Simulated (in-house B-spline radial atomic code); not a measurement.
Whole-atom quantities along the 56-electron series, configuration [Kr] 4d10 4f10. Breit and QED terms are first order and not part of the total energy; the density at the nucleus is averaged over the nuclear charge. Computed with a B-spline radial code for spherical atoms: Dirac-Hartree-Fock, average of the configuration, finite nuclei.

```json
{"ion": "Yb14+", "Z": "70", "E/Z² (Eh)": "-2.8578", "Σ<r²> (bohr²)": "10.858", "n(0)/Z³ (bohr⁻³)": "2.7684", "Lamb diamagnetic shielding (ppm)": "8661.52", "repulsion over attraction": "0.13466", "Breit energy (eV)": "377.32", "self-energy (eV)": "308.12", "vacuum polarisation (eV)": "-52.451", "Dirac less non-relativistic energy (Eh)": "-674.97"}
{"ion": "Lu15+", "Z": "71", "E/Z² (Eh)": "?", "Σ<r²> (bohr²)": "?", "n(0)/Z³ (bohr⁻³)": "?", "Lamb diamagnetic shielding (ppm)": "?", "repulsion over attraction": "?", "Breit energy (eV)": "?", "self-energy (eV)": "?", "vacuum polarisation (eV)": "?", "Dirac less non-relativistic energy (Eh)": "?"}
{"ion": "Hf16+", "Z": "72", "E/Z² (Eh)": "-2.8933", "Σ<r²> (bohr²)": "9.5981", "n(0)/Z³ (bohr⁻³)": "2.9825", "Lamb diamagnetic shielding (ppm)": "9021.91", "repulsion over attraction": "0.1317", "Breit energy (eV)": "415.9", "self-energy (eV)": "342.82", "vacuum polarisation (eV)": "-60.047", "Dirac less non-relativistic energy (Eh)": "-766.07"}
{"ion": "Ta17+", "Z": "73", "E/Z² (Eh)": "?", "Σ<r²> (bohr²)": "?", "n(0)/Z³ (bohr⁻³)": "?", "Lamb diamagnetic shielding (ppm)": "?", "repulsion over attraction": "?", "Breit energy (eV)": "?", "self-energy (eV)": "?", "vacuum polarisation (eV)": "?", "Dirac less non-relativistic energy (Eh)": "?"}
{"ion": "W18+", "Z": "74", "E/Z² (Eh)": "-2.9284", "Σ<r²> (bohr²)": "8.5715", "n(0)/Z³ (bohr⁻³)": "3.223", "Lamb diamagnetic shielding (ppm)": "9389.11", "repulsion over attraction": "0.12874", "Breit energy (eV)": "457.31", "self-energy (eV)": "380.71", "vacuum polarisation (eV)": "-68.623", "Dirac less non-relativistic energy (Eh)": "-866.93"}
{"ion": "Re19+", "Z": "75", "E/Z² (Eh)": "-2.9458", "Σ<r²> (bohr²)": "8.1254", "n(0)/Z³ (bohr⁻³)": "3.3542", "Lamb diamagnetic shielding (ppm)": "9575.46", "repulsion over attraction": "0.12727", "Breit energy (eV)": "479.11", "self-energy (eV)": "400.93", "vacuum polarisation (eV)": "-73.318", "Dirac less non-relativistic energy (Eh)": "-921.28"}
{"ion": "Os20+", "Z": "76", "E/Z² (Eh)": "-2.9631", "Σ<r²> (bohr²)": "7.7164", "n(0)/Z³ (bohr⁻³)": "3.4833", "Lamb diamagnetic shielding (ppm)": "9763.7", "repulsion over attraction": "0.12581", "Breit energy (eV)": "501.67", "self-energy (eV)": "422.05", "vacuum polarisation (eV)": "-78.293", "Dirac less non-relativistic energy (Eh)": "-978.35"}
```

(1) Fill in the row of Lu15+.

(2) Fill in the row of Ta17+.

(3) With what power of Z does the column «Σ<r²> (bohr²)» change over this range?

Answers

(1) E/Z² (Eh): -2.8756; Σ<r²> (bohr²): 10.194; n(0)/Z³ (bohr⁻³): 2.8658; Lamb diamagnetic shielding (ppm): 8840.87; repulsion over attraction: 0.13318; Breit energy (eV): 396.26; self-energy (eV): 325.09; vacuum polarisation (eV): -56.127; Dirac less non-relativistic energy (Eh): -719.33.

(2) E/Z² (Eh): -2.911; Σ<r²> (bohr²): 9.0602; n(0)/Z³ (bohr⁻³): 3.1008; Lamb diamagnetic shielding (ppm): 9204.63; repulsion over attraction: 0.13022; Breit energy (eV): 436.24; self-energy (eV): 361.35; vacuum polarisation (eV): -64.207; Dirac less non-relativistic energy (Eh): -815.24.

(3) A fit of the logarithm of its size against log Z from Z = 70 to 76 has slope -4.15. Unscreened non-relativistic hydrogenic orbitals would give -2.
